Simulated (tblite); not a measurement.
Compound: C4H4FNO2.
Numbering: `[N:1]#[C:2][C@@H:3]1[CH2:4][O:5][C@H:6]([F:7])[O:8]1` (hydrogens: H9 on C3; H10, H11 on C4; H12 on C6)

The geometry is computed with GFN2-xTB (gas phase).

Problem. List the bond lengths, angles and torsions at this level.

Solution. 
```tsv
bond	length (Å)
N1≡C2	1.141
C2–C3	1.454
C3–C4	1.554
C4–O5	1.420
O5–C6	1.361
C6–F7	1.386
C6–O8	1.365
C3–O8	1.428
C3–H9	1.097
C4–H10	1.096
C4–H11	1.090
C6–H12	1.095
```

A selection of angles:
```tsv
angle	degrees
N1–C2–C3	179.3
C2–C3–C4	111.5
C2–C3–O8	111.8
C2–C3–H9	109.2
C4–C3–O8	103.4
C4–C3–H9	113.3
O8–C3–H9	107.5
C3–C4–O5	103.3
C3–C4–H10	111.1
C3–C4–H11	113.4
O5–C4–H10	110.4
O5–C4–H11	108.1
H10–C4–H11	110.3
C4–O5–C6	106.0
O5–C6–F7	109.4
O5–C6–O8	108.7
O5–C6–H12	111.8
F7–C6–O8	109.3
F7–C6–H12	106.3
O8–C6–H12	111.3
C3–O8–C6	106.7
```

Dihedral angles: C2–C3–C4–O5 -125° (anticlinal); C3–C4–O5–C6 24° (synperiplanar); C4–O5–C6–F7 83° (synclinal); O5–C6–O8–C3 32° (synclinal); C2–C3–O8–C6 105° (anticlinal).

The 4 C–O bonds span 1.361 Å (O5–C6, drawn single) to 1.428 Å (C3–O8, drawn single), a spread of 0.067 Å. O5 (cyclic ether oxygen) is bent (angle 106.0°). O8 (cyclic ether oxygen) is bent (angle 106.7°). Of the pairs four or more bonds apart, C2···F7 is among the closest relative to their van der Waals radii: 3.21 Å, 101 % of the sum of Bondi's values. The 5-membered ring C3–C4–O5–C6–O8 has internal angles of 103.3° to 108.7° (sum 528°, against 540° for a flat polygon); it is puckered, 0.13 Å rms from its mean plane, widest ring torsion 36°. The 2 C–C bonds span 1.454 Å (C2–C3, drawn single) to 1.554 Å (C3–C4, drawn single), a spread of 0.100 Å.

Point group: C1 (no symmetry element, even within 0.4 Å). Its GFN2-xTB frequencies are all real (lowest 51 cm⁻¹). One conformer, not necessarily the lowest.
